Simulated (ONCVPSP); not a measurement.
## Configuration tests for lanthanum (La) (ONCV)

La, optimised norm-conserving Vanderbilt (ONCV), made with ONCVPSP 4.0.1 (LDA (Perdew-Wang 92), scalar-relativistic). Core [Kr] 4d10, reference 5s2 5p6 5d1 6s2. Waves: 5s+6s: rc 2.80 bohr, ncon 5, nbas 9, qcut 3.4 1/bohr, 3 projectors, debl 3.7 Ha; 5p: rc 2.40 bohr, ncon 3, nbas 7, qcut 6.9 1/bohr, 2 projectors, debl 0.4 Ha; 5d: rc 3.65 bohr, ncon 3, nbas 8, qcut 4.1 1/bohr, 1 projector; f scattering state at 0.46 Ha: rc 3.75 bohr, ncon 5, nbas 10, qcut 3 1/bohr, 2 projectors, debl 3.7 Ha. Local part: polynomial inside 1.95 bohr (lpopt 2, dvloc0 -1 Ha). Core correction: Teter function, fcfact 5.75, rcfact 1.65.

In the p channel the program set the typed energies aside and used -0.826, 0.250 Ha. In the f channel the program set the typed energies aside and used -0.169, 3.531 Ha.

Energies are relative to the spin-unpolarised reference configuration 5s2 5p6 5d1 6s2; without spin polarisation the order of configurations can differ from experiment.

Question: Give the all-electron excitation energy and the error of the potential for: 5s2 5p6 5d1 6s1; 5s2 5p6 5d1 6s0; 5s2 5p6 5d0 6s0; 5s2 5p6 5d0 6s2 6p1.

Answer:

| valence configuration | charge | ΔE all-electron (eV) | error AE − PS (meV) |
| --- | --- | --- | --- |
| 5s2 5p6 5d1 6s1 | +1 | 6.158 | -2.8 |
| 5s2 5p6 5d1 6s0 | +2 | 17.305 | -16 |
| 5s2 5p6 5d0 6s0 | +3 | 36.401 | -5.8 |
| 5s2 5p6 5d0 6s2 6p1 | 0 | 2.379 | -0.5 |

Levels in the configuration 5s2 5p6 5d0 6s0:

```tsv
level	all-electron (eV)	pseudo (eV)
5s	-61.908	-61.974
5p	-44.915	-44.922
```
